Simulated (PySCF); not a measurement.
Mapped SMILES: `[CH2:1]=[C:2]([C:3]#[C:4][C:5](=[O:6])[OH:7])[C:8]([Cl:9])([Cl:10])[CH2:11][Cl:12]`; H(Xn) means a hydrogen on atom n. Ha(C1) is cis to C3; Hb(C1) is trans to C3.

[PySCF 2.14: GFN2-xTB geometry; shieldings: GIAO PBE0/pcSseg-1; single conformer; non-relativistic Hamiltonian; fast rotation and ring inversion assumed for equivalent nuclei; no solvent model]

List the cross peaks expected in HSQC, COSY and HMBC spectra.

Results:



HSQC (one-bond C–H):
```
           δH          δC
7.11 (Hb(C1))  145.3 (C1)
6.66 (Ha(C1))  145.3 (C1)
4.40 (H(C11))  60.6 (C11)
```

COSY cross peaks (H two or three bonds apart, from the bond graph; peaks can be absent where the dihedral angle is near 90°):
```
           δH             δH
7.11 (Hb(C1))  6.66 (Ha(C1))
```

HMBC (two and three bonds, from the bond graph):
```
           δH                                 δC
7.11 (Hb(C1))  136.9 (C2), 101.0 (C8), 89.6 (C3)
6.66 (Ha(C1))  136.9 (C2), 101.0 (C8), 89.6 (C3)
4.40 (H(C11))             136.9 (C2), 101.0 (C8)
```

Shifts are taken against calculated references (same method and geometry level): TMS for ¹H (σ = 31.72 ppm) and ¹³C (σ = 186.93 ppm).

Exchangeable OH/NH protons stand at their gas-phase positions; hydrogen bonding in a real sample shifts them, mostly to higher δ. Carbons that carry Cl, above all several Cl atoms, come out too deshielded, partly because spin–orbit coupling is missing. Shifts are as computed. Against solution values, carbons near 30 ppm lie about +3 ppm off and those near 130 ppm about +5 ppm; carbons on Cl a further +6 ppm. Of 1211 compounds with measured shifts, 218 miss one by over three times the rms of a fit or turn the order of signals round; such compounds aren't used in these exercises. Hydrogen bonding in solution deshields acid and N–H amide carbonyl carbons by as much as 10 ppm beyond these values.
